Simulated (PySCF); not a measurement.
Level of theory: PBE-D3(BJ)/def2-TZVP // B3LYP-D3(BJ)/def2-TZVP (PySCF). Isolated molecules, 0 K electronic values unless said otherwise. One relaxed conformer stands for a flexible species; it need not be the lowest. Excitations are Tamm–Dancoff values on a coarser integration grid. The basis has no diffuse functions, so Rydberg states are missing or too high.

Reference species (SMILES): `[CH3][Ga]([CH3])[CH3]` (neutral, multiplicity 1).

| Item | Value |
|---|---|
| HOMO | -6.19 eV |
| brightest of the four lowest singlets (TDA) | 6.29 eV |
| LUMO | -1.35 eV |

Changed species: `[Ga]([CH3])([SH])[CH3]` (C–Ga–S–H torsion 179°) (1 of 3 CH3 replaced by SH; the reference has 0 of 3 CH3 replaced by SH).

What does the change do to the HOMO, brightest of the four lowest singlets (TDA) and LUMO?

the HOMO goes up by 0.09 eV, to -6.10 eV; the brightest of the four lowest singlets (TDA) falls by 1.07 eV, to 5.22 eV; the LUMO drops by 0.09 eV, to -1.44 eV.
